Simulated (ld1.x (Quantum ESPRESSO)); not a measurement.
## Transferability test, TM potential for K (Z = 19)

potassium (K), norm-conserving Troullier–Martins (Kleinman–Bylander form), made with ld1.x (Quantum ESPRESSO) 7.5 (PBE, scalar-relativistic). Core [Ar], reference 3d0 4s0.75 4p0 (charge +0.25). Waves: 4p (bound, empty): rc 3.65 bohr; 3d (bound, empty): rc 4.20 bohr; 4s (bound): rc 3.20 bohr. Local part: the s channel. Core correction: Bessel-smoothed model core, default radius (core density twice the valence density).

Energies are relative to the spin-unpolarised reference configuration 3d0 4s0.75 4p0; without spin polarisation the order of configurations can differ from experiment.

```tsv
valence configuration	charge	ΔE all-electron (eV)	error AE − PS (meV)
3d0 4s0.5 4p0	+0.5	0.943	-0.1
3d0 4s0 4p1	0	0.855	-2.0
3d1 4s0 4p0	0	1.759	0.0
3d0.5 4s0.5 4p0	0	0.520	-0.1
```

Problem. What are ΔE and the potential's error for 3d0 4s1 4p0?

Solution. ΔE = -0.698 eV all-electron; the error (AE − PS) is 0.0 meV.
